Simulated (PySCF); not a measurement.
Correlation energy of I (iodine, neutral)

Starting occupation: [Kr] 4d10 5s2 5p5, 5p1/2 with m_j = +1/2, 5p3/2 with m_j = -3/2, -1/2, +1/2, +3/2. Calculation: PySCF 2.14, in x2c-SVPall-2c (6s8p4d, 50 functions); X2C-1e with screened-nucleus spin-orbit coupling, Gaussian nucleus. Frozen: [Ar] 3d10; 25 electrons correlated; the 6 highest virtual spinors left out.

MP2 pair energies summed by pair of shells (mhartree):

| pair | energy | share (%) |
| --- | --- | --- |
| 5p3/2-5p3/2 | -35.95 | 26.6 |
| 5p1/2-5p3/2 | -16.34 | 12.1 |
| 5p3/2-5s1/2 | -14.64 | 10.8 |
| 4d5/2-4p3/2 | -6.49 | 4.8 |
| 4d3/2-4d5/2 | -5.93 | 4.4 |
| 5p1/2-5s1/2 | -5.24 | 3.9 |
| 4d5/2-5p3/2 | -5.11 | 3.8 |
| 4p1/2-4p3/2 | -4.61 | 3.4 |
| 4d3/2-4p3/2 | -4.44 | 3.3 |
| 4d5/2-4d5/2 | -4.42 | 3.3 |
| 5s1/2-5s1/2 | -3.99 | 3.0 |
| 4d5/2-4p1/2 | -3.66 | 2.7 |
| 4p3/2-4p3/2 | -3.65 | 2.7 |
| 4d3/2-5p3/2 | -3.31 | 2.4 |
| 4d3/2-4p1/2 | -2.27 | 1.7 |
| 4d3/2-4d3/2 | -1.97 | 1.5 |
| 4d5/2-5s1/2 | -1.84 | 1.4 |
| 4p3/2-5p3/2 | -1.29 | 1.0 |
| 4d3/2-5s1/2 | -1.12 | 0.8 |
| 4d5/2-5p1/2 | -1.09 | 0.8 |
| 4d5/2-4s1/2 | -1.09 | 0.8 |
| 4d3/2-5p1/2 | -1.02 | 0.8 |
| 4p1/2-4p1/2 | -0.90 | 0.7 |
| 4p1/2-5p3/2 | -0.82 | 0.6 |
| 4d3/2-4s1/2 | -0.73 | 0.5 |
| 4p3/2-4s1/2 | -0.61 | 0.5 |
| 4p3/2-5s1/2 | -0.59 | 0.4 |
| 4p3/2-5p1/2 | -0.42 | 0.3 |
| 4s1/2-4s1/2 | -0.40 | 0.3 |
| 4p1/2-4s1/2 | -0.34 | 0.3 |

Total MP2 correlation energy: -135.08 mhartree.

This basis was not built for core-valence correlation, so the inner-shell part is incomplete.
